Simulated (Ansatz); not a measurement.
Consider the substitution at a C–C bond: `N=CC([SiH3])Cl` + HBr → `[SiH3]C(Cl)Br` + `C=N`.

Isolated molecules relaxed with PBE0-D4/def2-TZVP in Ansatz; ΔE leaves out vibrations. CBS: MP2 limit from def2 TZ/QZ plus the TZ coupled-cluster correction, frozen cores. This one scheme is used for every species. DFT in def2-TZVPP. B3LYP here is the variant with VWN-RPA as its local correlation; programs differ in this. For Br outer-core shells are correlated without core-valence functions, which leaves a few kJ/mol of doubt a bond. Scalar relativity is left out up to krypton. Each species was taken in one conformer, which may not be the lowest.

```csv
level,ΔE (kJ/mol)
B3LYP-D4,44.5
MP2/def2-TZVPP,44.4
CCSD/def2-TZVPP,45.9
MP2/CBS(def2),41.8
```

(1) What does CCSD(T)/CBS give? (Estimate.)

Largest T1 diagnostic among the species: 0.012.

## Answers

(1) Ansatz gave: +42.8 kJ/mol. The listed levels differ from it by 1.7, 1.6, 3.1, -1.0 kJ/mol.

From PBE to PBE0 (25 % exact exchange), in def2-TZVPP and without D4, ΔE moves by +3.3 kJ/mol.

CCSD(T)/CBS has its own doubt, a few kJ/mol and more with outer-core shells, so smaller differences from it don't rank the levels.
